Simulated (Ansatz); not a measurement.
Born–Oppenheimer molecular dynamics of CH4OSSi (8 atoms, charge 0, multiplicity 1). It starts at the highest image of a converged band. Of that band: Neighbouring images differ by up to 1.6 eV, so the band resolves the path poorly. A vibrational analysis at the climbing image gives one clearly imaginary mode, 1207i cm⁻¹: a first-order saddle point.

Theory: Ansatz, RKS r2SCAN-D4/def2-SVP.

```
ensemble                      : NVE (velocity Verlet)
time step                     : 0.5 fs
steps asked                   : 200
starting velocities drawn for : 100 K
seed                          : 5551
```

Frames 0.5 fs apart, positions in Å.

Velocities at 80.0 fs (Å/ps):

```
O 5.42 3.51 0.27
C 4.02 0.34 -4.96
Si -7.61 -7.87 -3.29
S 2.55 2.48 3.71
H 9.80 21.77 -6.87
H -23.73 44.63 62.85
H 8.80 16.90 -45.07
H 2.17 -2.74 17.65
```

```xyz
8
Properties=species:S:1:pos:R:3 time_fs=80.0 energy_less_start_eV=-0.731 T=1042
O -1.613 0.472 -0.539
C -0.419 -0.024 -0.180
Si 1.074 0.743 0.483
S -0.356 -1.764 -0.132
H -1.484 1.425 -0.547
H 1.090 1.951 -0.473
H 1.968 -0.379 0.035
H -1.689 -2.033 -0.267
8
Properties=species:S:1:pos:R:3 time_fs=80.5 energy_less_start_eV=-0.729 T=1040
O -1.610 0.474 -0.539
C -0.417 -0.024 -0.182
Si 1.070 0.739 0.481
S -0.354 -1.763 -0.130
H -1.480 1.437 -0.551
H 1.078 1.973 -0.441
H 1.972 -0.370 0.012
H -1.688 -2.034 -0.258
8
Properties=species:S:1:pos:R:3 time_fs=81.0 energy_less_start_eV=-0.722 T=1030
O -1.607 0.476 -0.539
C -0.415 -0.024 -0.185
Si 1.067 0.735 0.480
S -0.353 -1.762 -0.128
H -1.476 1.449 -0.554
H 1.067 1.994 -0.409
H 1.978 -0.361 -0.011
H -1.686 -2.035 -0.248
8
Properties=species:S:1:pos:R:3 time_fs=81.5 energy_less_start_eV=-0.710 T=1015
O -1.604 0.477 -0.538
C -0.413 -0.024 -0.187
Si 1.063 0.731 0.478
S -0.352 -1.761 -0.126
H -1.473 1.460 -0.558
H 1.057 2.015 -0.376
H 1.984 -0.350 -0.033
H -1.684 -2.035 -0.239
8
Properties=species:S:1:pos:R:3 time_fs=82.0 energy_less_start_eV=-0.695 T=996
O -1.601 0.480 -0.538
C -0.412 -0.025 -0.190
Si 1.059 0.728 0.476
S -0.351 -1.760 -0.124
H -1.471 1.469 -0.562
H 1.048 2.034 -0.343
H 1.991 -0.339 -0.055
H -1.682 -2.035 -0.230
8
Properties=species:S:1:pos:R:3 time_fs=82.5 energy_less_start_eV=-0.681 T=978
O -1.598 0.482 -0.538
C -0.411 -0.025 -0.192
Si 1.056 0.724 0.475
S -0.350 -1.758 -0.123
H -1.469 1.476 -0.567
H 1.040 2.052 -0.309
H 1.998 -0.327 -0.077
H -1.679 -2.035 -0.220
8
Properties=species:S:1:pos:R:3 time_fs=83.0 energy_less_start_eV=-0.670 T=964
O -1.595 0.484 -0.538
C -0.410 -0.026 -0.195
Si 1.052 0.721 0.473
S -0.349 -1.758 -0.121
H -1.469 1.480 -0.571
H 1.032 2.070 -0.275
H 2.006 -0.314 -0.098
H -1.677 -2.034 -0.210
8
Properties=species:S:1:pos:R:3 time_fs=83.5 energy_less_start_eV=-0.662 T=954
O -1.592 0.487 -0.537
C -0.409 -0.027 -0.197
Si 1.048 0.717 0.471
S -0.348 -1.757 -0.119
H -1.469 1.480 -0.575
H 1.025 2.086 -0.241
H 2.013 -0.300 -0.119
H -1.674 -2.033 -0.200
8
Properties=species:S:1:pos:R:3 time_fs=84.0 energy_less_start_eV=-0.657 T=946
O -1.589 0.490 -0.537
C -0.408 -0.028 -0.200
Si 1.045 0.714 0.470
S -0.347 -1.756 -0.118
H -1.470 1.478 -0.579
H 1.018 2.101 -0.207
H 2.021 -0.284 -0.140
H -1.671 -2.031 -0.190
8
Properties=species:S:1:pos:R:3 time_fs=84.5 energy_less_start_eV=-0.651 T=938
O -1.585 0.493 -0.537
C -0.408 -0.030 -0.203
Si 1.042 0.711 0.468
S -0.346 -1.755 -0.116
H -1.472 1.472 -0.584
H 1.013 2.115 -0.172
H 2.030 -0.268 -0.160
H -1.669 -2.029 -0.180
8
Properties=species:S:1:pos:R:3 time_fs=85.0 energy_less_start_eV=-0.641 T=926
O -1.582 0.496 -0.537
C -0.408 -0.031 -0.205
Si 1.039 0.708 0.467
S -0.345 -1.754 -0.114
H -1.474 1.466 -0.588
H 1.007 2.128 -0.138
H 2.038 -0.250 -0.179
H -1.667 -2.027 -0.170
8
Properties=species:S:1:pos:R:3 time_fs=85.5 energy_less_start_eV=-0.626 T=906
O -1.579 0.499 -0.536
C -0.408 -0.032 -0.208
Si 1.036 0.705 0.465
S -0.344 -1.754 -0.113
H -1.476 1.459 -0.592
H 1.003 2.140 -0.103
H 2.046 -0.231 -0.198
H -1.665 -2.025 -0.160
```

Of the whole run (100 fs, mean temperature of the second half 694 K): The conserved energy stayed within 0.072 meV per atom of its start (net change 0.021 meV per atom), so the integration is sound. The kinetic energy rose, since the run started high on the potential surface and went downhill. A run of 0.1 ps of so small a system gives no equilibrium averages. The orbitals stay closed-shell, which can raise the energy where a bond breaks towards radicals; this wasn't checked here.

Run time: 4.6 min on 2 threads of Intel(R) Xeon(R) Platinum 8488C (Sapphire Rapids), on a shared host, peak memory 0.16 GiB.
